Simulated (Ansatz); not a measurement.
Relaxation of H6InNOSi (10 atoms, charge 0, multiplicity 1), to a largest force component of 0.02 eV/Å in at most 50 steps.

Level of theory: Ansatz, RKS B3LYP/def2-SVP.

```xyz
10
Properties=species:S:1:pos:R:3:forces:R:3
N -1.576 -0.221 -0.299 -1.06 1.77 -2.48
Si -0.100 -0.981 0.160 0.47 0.06 -1.82
In 1.029 0.374 1.924 148.31 2.81 796.51
O 1.541 1.816 -0.088 -0.42 -0.83 1.62
H -2.035 -0.753 -1.101 0.46 0.83 1.30
H -1.365 0.763 -0.724 -0.52 -2.09 1.06
H 0.803 -1.101 -1.013 0.37 -0.34 -0.10
H -0.351 -2.297 0.692 -0.32 -1.01 0.41
H 0.942 0.374 1.449 -147.19 -0.49 -797.33
H 1.194 1.974 -0.997 -0.10 -0.71 0.82
```

Q: Where does it end, and by what steps?

A: It converged. After 32 steps the energy has fallen by 141.902 eV; H9 moved furthest, 2.05 Å. The start is strongly strained (largest force component 797 eV/Å), so its close contacts needn't be bonds. Parted: Si2–In3 (2.49 → 3.96 Å), In3–H9 (0.48 → 3.89 Å). Joined: Si2–H9 (2.14 → 1.49 Å).

```json
{"step": "0", "energy less start (eV)": "0.0000", "largest force component (eV/Å)": "797.325", "accepted": "yes"}
{"step": "2", "energy less start (eV)": "-126.2354", "largest force component (eV/Å)": "48.797", "accepted": "yes"}
{"step": "4", "energy less start (eV)": "-134.5827", "largest force component (eV/Å)": "17.068", "accepted": "yes"}
{"step": "6", "energy less start (eV)": "-137.8883", "largest force component (eV/Å)": "10.151", "accepted": "yes"}
{"step": "8", "energy less start (eV)": "-140.3000", "largest force component (eV/Å)": "3.404", "accepted": "yes"}
{"step": "10", "energy less start (eV)": "-141.2432", "largest force component (eV/Å)": "1.556", "accepted": "yes"}
{"step": "12", "energy less start (eV)": "-141.6514", "largest force component (eV/Å)": "0.934", "accepted": "yes"}
{"step": "14", "energy less start (eV)": "-141.8087", "largest force component (eV/Å)": "0.223", "accepted": "yes"}
{"step": "16", "energy less start (eV)": "-141.8250", "largest force component (eV/Å)": "0.606", "accepted": "yes"}
{"step": "18", "energy less start (eV)": "-141.8360", "largest force component (eV/Å)": "0.524", "accepted": "no"}
{"step": "20", "energy less start (eV)": "-141.8459", "largest force component (eV/Å)": "0.079", "accepted": "yes"}
{"step": "22", "energy less start (eV)": "-141.8521", "largest force component (eV/Å)": "0.226", "accepted": "yes"}
{"step": "24", "energy less start (eV)": "-141.8625", "largest force component (eV/Å)": "0.509", "accepted": "yes"}
{"step": "26", "energy less start (eV)": "-141.8810", "largest force component (eV/Å)": "0.318", "accepted": "yes"}
{"step": "28", "energy less start (eV)": "-141.8972", "largest force component (eV/Å)": "0.161", "accepted": "yes"}
{"step": "30", "energy less start (eV)": "-141.9009", "largest force component (eV/Å)": "0.079", "accepted": "yes"}
{"step": "32", "energy less start (eV)": "-141.9019", "largest force component (eV/Å)": "0.016", "accepted": "yes"}
```

```xyz
10
Properties=species:S:1:pos:R:3
N -0.644 -0.032 -0.142
Si 0.040 -1.645 0.019
In -0.201 1.946 1.665
O 0.663 2.283 -0.227
H -1.596 0.001 -0.506
H -0.072 0.685 -0.628
H 0.364 -2.316 -1.278
H -0.954 -2.493 0.737
H 1.295 -1.542 0.814
H 1.189 3.061 -0.450
```

The run took 56 s on 2 threads of Intel(R) Xeon(R) 6975P-C (Granite Rapids) (shared host), peak memory 0.25 GiB.
